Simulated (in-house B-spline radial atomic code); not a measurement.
Configurations of the indium ion In⁴⁺, with energies counted from [Kr] 4d9. All numbers are computed (Dirac-Hartree-Fock, average of configuration; Fermi nucleus of rms radius 4.6156 fm) with a B-spline radial code for spherical atoms, not measured. Energies include first-order Breit, QED and recoil terms.

Occupations are held fixed; configurations that lie above the ionisation limit could autoionise.

```csv
configuration,E - E(ref) (eV),highest orbital,its <r> (bohr)
[Kr] 4d8 5p1,31.375,5p3/2,2.409
[Kr] 4d8 7s1,56.892,7s1/2,6.531
[Kr] 4d8 6g1,63.176,6g7/2,8.763
[Ar] 3d10 4s2 4p5 4d9 5s1,90.886,5s1/2,2.077
[Ar] 3d10 4s2 4p5 4d9 7f1,134.35,7f7/2,11.8
[Ar] 3d10 4s2 4p5 4d9 8f1,136.23,8f7/2,16.06
```

Order these further configurations by energy, lowest first.
A. [Ar] 3d10 4s2 4p5 4d9 6f1
B. [Kr] 4d8 8f1
C. [Ar] 3d10 4s2 4p5 4d9 5g1
D. [Kr] 4d8 6s1
E. [Kr] 4d8 4f1

D (46.851 eV), E (49.013 eV), B (66.809 eV), C (128.47 eV), A (131.42 eV).

How far above the reference does [Kr] 4d8 7f1 lie?

64.943 eV; its least bound orbital is 7f7/2 with <r> = 11.88 bohr.

How far above the reference does [Kr] 4d8 8s1 lie?

62.005 eV; its least bound orbital is 8s1/2 with <r> = 9.634 bohr.
